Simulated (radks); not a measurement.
Results of a calculation; reference values are marked as such.
Initial-state core-level shifts of the niobium ion Nb+ when its valence configuration changes from [Kr] 4d4. Code: a radial shooting solver on a logarithmic mesh with Libxc functionals. Model: scalar-relativistic Kohn-Sham, BLYP, spin-polarised, spherical densities, point nucleus; open shells are filled with parallel spins first (spin-orbit coupling, left out, can overturn this in heavy ions). Shifts are changes of the shell-averaged eigenvalues in eV (positive: less bound).

4d3.5 5s0.5: 2p -1.619; 3s -1.598; 3p -1.599; 3d -1.608
4d2 5p2: 2p -9.519; 3s -9.405; 3p -9.404; 3d -9.444
4d3 5s1: 2p -3.359; 3s -3.310; 3p -3.311; 3d -3.329
4d2 5s1 5p1: 2p -8.380; 3s -8.253; 3p -8.254; 3d -8.295
4d3 5p1: 2p -4.530; 3s -4.495; 3p -4.495; 3d -4.511
4d3.5 5p0.5: 2p -2.205; 3s -2.193; 3p -2.193; 3d -2.200
4d2.5 5p1.5: 2p -6.970; 3s -6.902; 3p -6.901; 3d -6.929
4d2 5s2: 2p -7.321; 3s -7.185; 3p -7.186; 3d -7.227
